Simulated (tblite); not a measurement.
Compound: C₃H₁₁PSi₂.
Numbering: `[CH3:1][C@@H:2]1[SiH2:3][CH2:4][Si@H:5]1[PH2:6]` (hydrogens: H7, H8, H9 on C1; H10 on C2; H11, H12 on Si3; H13, H14 on C4; H15 on Si5; H16, H17 on P6)

Geometry (GFN2-xTB, Å), atoms numbered from 1 in this order:
```
atom  x, y, z in Å
C1    -1.8641    1.0756    0.4313
C2    -0.8457    0.2916   -0.3853
Si3   -0.8770   -1.6205   -0.1588
C4     0.9185   -1.5150    0.5045
Si5    0.9831    0.3827    0.2223
P6     2.3679    0.9148   -1.4626
H7    -2.8780    0.8634    0.0941
H8    -1.6965    2.1484    0.3428
H9    -1.7973    0.8100    1.4841
H10   -0.9478    0.5888   -1.4318
H11   -1.0292   -2.3782   -1.3995
H12   -1.8484   -2.0690    0.8398
H13    1.0270   -1.8171    1.5420
H14    1.6476   -2.0841   -0.0659
H15    1.1819    1.1737    1.4498
H16    2.1549    2.2773   -1.3521
H17    3.4960    0.9698   -0.6646
```

Calculated harmonic vibrations of the isolated species, GFN2-xTB (tblite), most abundant isotopes, no scaling. The method is semi-empirical: single wavenumbers can be off by several per cent or more. Modes of hydrogen on phosphorus and silicon can be 10 to 20 % off. One conformer, not necessarily the lowest.

Harmonic wavenumbers (cm⁻¹): 29.7, 80.0, 98.5, 132.7, 219.4, 231.1, 273.5, 333.1, 445.9, 478.3, 502.9, 550.1, 572.6, 595.6, 649.9, 671.4, 674.9, 678.8, 697.4, 707.8, 759.6, 781.5, 929.3, 989.3, 1012.5, 1079.0, 1104.3, 1121.5, 1150.4, 1277.5, 1416.7, 1456.7, 1512.5, 1513.5, 2146.3, 2251.5, 2269.2, 2298.1, 2384.2, 2940.8, 2998.5, 3007.3, 3011.4, 3019.9, 3026.2.

A = 2704, B = 1201, C = 987.6 MHz; mass 134.014 u (most abundant isotopes); point group C1, symmetry number 1.

Task: What is the zero-point energy?

Result: ½Σν̃ = 27041 cm⁻¹ = 323.48 kJ/mol.

Task: Entropy at 350 K, 1 bar (ideal gas, RRHO, classical rotation)?

Result: Translation 173.27, rotation 123.32, vibration 146.25: S = 442.8 J/(mol K).

Task: And Cp and H(350 K) − H(0)?

Result: Cp = 184.54 J/(mol K), of which vibrations give 151.28 (their classical limit is 45 R = 374.2); H(350 K) − H(0) = 38.28 kJ/mol without the zero-point energy, 26.64 from vibrations.

Task: What must be added to the electronic energy to get the Gibbs energy at 350 K and 1 bar?

Result: ZPE + [H(350 K) − H(0)] − T·S = 323.48 + 38.28 − 155.00 = 206.76 kJ/mol.

Task: Blend soft modes into free rotors: weight 1/[1 + (100 cm⁻¹/ν̃)⁴] for the oscillator and the rest for a rotor with moment μB/(μ + B), μ = h/(8π²ν), B = 10⁻⁴⁴ kg m². What vibrational entropy results?

Result: 133.19 J/(mol K) in place of 146.25, which changes −T·S at 350 K by +4.57 kJ/mol.

Task: Which modes carry the vibrational entropy at 350 K?

Result: 29.7 cm⁻¹: 25.80; 80.0 cm⁻¹: 17.60; 98.5 cm⁻¹: 15.89; 132.7 cm⁻¹: 13.46; 219.4 cm⁻¹: 9.45; 231.1 cm⁻¹: 9.05 J/(mol K); the other 39 give 55.01 together.

Hindered rotation and anharmonicity are outside this model. Other conformers, if any are populated, would add a mixing term that is left out. The structure is chiral; the term R ln 2 for an equal mix with its mirror image is left out.

Run on one thread of an Arm Neoverse V1, on a shared host. The figure is for the frequency step alone.
